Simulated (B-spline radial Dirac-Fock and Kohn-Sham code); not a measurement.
**Compton profile of Er²⁷⁺**

System: Er²⁷⁺, configuration [Kr] 4d5.

Level of theory: the impulse approximation on Dirac-Fock orbitals of the configuration average with a finite nucleus; a radial finite-basis atomic code. pz is in atomic units of momentum; subshell profiles are per electron, for a selection of subshells; open shells are spread over both j values by their weights.

```tsv
pz	J total	J 3s1/2	J 3d3/2	J 4d3/2	J 4d5/2
0	2.481	0.0882	0.0358	0.0815	0.0825
0.3	2.476	0.0879	0.0358	0.0815	0.0825
0.4	2.472	0.0877	0.0358	0.0815	0.0825
0.5	2.466	0.0874	0.0358	0.0815	0.0825
0.6	2.460	0.0870	0.0358	0.0815	0.0825
0.8	2.444	0.0861	0.0358	0.0815	0.0825
1	2.423	0.0850	0.0358	0.0815	0.0824
1.2	2.398	0.0836	0.0358	0.0815	0.0824
1.4	2.367	0.0820	0.0358	0.0814	0.0824
1.6	2.333	0.0801	0.0358	0.0813	0.0822
1.8	2.293	0.0781	0.0358	0.0811	0.0820
2	2.249	0.0759	0.0358	0.0809	0.0817
2.5	2.122	0.0698	0.0358	0.0794	0.0802
3	1.975	0.0630	0.0358	0.0765	0.0771
4	1.655	0.0488	0.0357	0.0653	0.0653
5	1.358	0.0355	0.0352	0.0484	0.0479
7	0.9526	0.0165	0.0331	0.0180	0.0173
10	0.6315	0.00726	0.0261	0.00418	0.00417
15	0.3253	0.00630	0.0127	0.00330	0.00333
20	0.1785	0.00339	0.00497	0.00165	0.00160
30	0.06659	0.000412	0.000700	0.000252	0.000228
40	0.03029	0.000212	0.000117	4.17e-05	3.58e-05
60	0.009194	0.000147	6.17e-06	2.15e-06	1.65e-06
100	0.001659	2.95e-05	< 1e-6	< 1e-6	< 1e-6
```

J(0) = 2.481. The 4p3/2 subshell gives the largest part, 18 %.

Mean momentum ⟨p⟩ by subshell (a.u.): 1s1/2 68.1, 2s1/2 24.3, 2p1/2 32.2, 2p3/2 29.2, 3s1/2 12.4, 3p1/2 14.7, 3p3/2 13.9, 3d3/2 16.6, 3d5/2 16.3, 4s1/2 7.01, 4p1/2 7.86, 4p3/2 7.55, 4d3/2 8.47, 4d5/2 8.36.

Values without a named source are computed, but for edge energies of neutral atoms, which are taken from tables.
